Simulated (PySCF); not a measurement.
PySCF 2.14 output of an unrestricted LDA calculation on a single atom or ion in aug-cc-pCVTZ-DK, with scalar relativity by spin-free X2C-1e:

```
SCF conv_tol = 1e-09
number electrons alpha = 5  beta = 5
    P. A. M. Dirac.,  Math. Proc. Cambridge Philos. Soc. 26, 376 (1930)
    F. Bloch.,  Z. Phys. 57, 545 (1929)
    S. H. Vosko, L. Wilk, and M. Nusair.,  Can. J. Phys. 58, 1200 (1980)
cycle= 1 E= -239.775400903498  delta_E= -0.0113  |g|= 0.0418  |ddm|= 0.238
cycle= 2 E= -239.775509062613  delta_E= -0.000108  |g|= 0.0266  |ddm|= 0.0282
cycle= 3 E= -239.775574352278  delta_E= -6.53e-05  |g|= 0.000163  |ddm|= 0.0113
cycle= 4 E= -239.775574353653  delta_E= -1.37e-09  |g|= 2.84e-05  |ddm|= 8.58e-05
cycle= 5 E= -239.775574353738  delta_E= -8.58e-11  |g|= 1.45e-08  |ddm|= 1.24e-05
converged SCF energy = -239.775574353738  <S^2> = -2.220446e-14  2S+1 = 1
```

The run itself started from symmetry-adapted Hartree-Fock orbitals and held the occupation by maximum overlap, on a logarithmic radial grid, so the iterations belong to that start.

Q: Which element, charge and spin multiplicity is this?

A: Al³⁺ (aluminium, charge +3), multiplicity 1; the state was [Ne], closed-shell 1S.
